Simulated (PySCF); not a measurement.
C₄H₆OS. Atoms are numbered in the order given.

```xyz
12

O     -0.0059    -1.9407     0.6704
C     -0.5272    -0.9247     0.3277
C     -1.7870    -0.5841    -0.4637
C     -1.1241     0.7657    -0.8175
C     -0.0743     0.5415     0.3010
S      1.6672     0.9428     0.1069
H     -2.0445    -1.2792    -1.2763
H     -2.6585    -0.4821     0.2028
H     -0.6531     0.7495    -1.8104
H     -1.7404     1.6695    -0.7278
H     -0.3931     1.0284     1.2385
H      1.9369    -0.0354    -0.7857
```
Charge 0, spin multiplicity 1.

The structure is a stationary point at PBE0-D3(BJ)/def2-SVP. The structure was generated by enumeration; whether it is a known compound was not checked. The values are those of a single conformer.

Calculation: PBE0-D3(BJ)/def2-SVP in PySCF.

Frequencies are harmonic and unscaled.

```tsv
mode	ν (cm⁻¹)	IR (km/mol)	moving atoms (share of kinetic energy)
1	93	5.2	H 45 %, C 30 %, O 21 %
2	143	8.0	H 48 %, C 21 %, O 16 %, S 15 %
3	210	11.9	H 46 %, S 24 %, O 22 %, C 8 %
4	301	2.1	C 54 %, H 25 %, S 17 %
5	416	0.7	C 35 %, H 30 %, O 17 %, S 17 %
6	550	2.3	C 55 %, H 25 %, O 18 %
7	597	4.7	C 48 %, H 28 %, S 22 %
8	709	6.2	C 40 %, H 39 %, O 19 %
9	760	0.6	H 55 %, C 30 %, O 14 %
10	874	5.6	H 74 %, C 21 %
11	913	1.3	H 64 %, C 36 %
12	947	8.9	C 63 %, H 36 %
13	999	5.9	H 51 %, C 45 %
14	1051	6.4	C 64 %, H 34 %
15	1065	6.3	C 58 %, H 40 %
16	1092	66.6	C 68 %, H 30 %
17	1184	3.9	H 69 %, C 30 %
18	1207	9.9	H 77 %, C 22 %
19	1221	11.9	H 66 %, C 33 %
20	1240	5.3	H 74 %, C 25 %
21	1280	9.2	H 52 %, C 47 %
22	1410	13.1	H 91 %, C 9 %
23	1465	4.5	H 89 %, C 11 %
24	1950	273.4	C 64 %, O 36 %
25	2705	2.0	H 97 %
26	3088	2.8	H 94 %
27	3096	3.4	H 92 %
28	3108	10.8	H 94 %
29	3160	1.5	H 90 %, C 10 %
30	3181	7.1	H 90 %, C 10 %
```
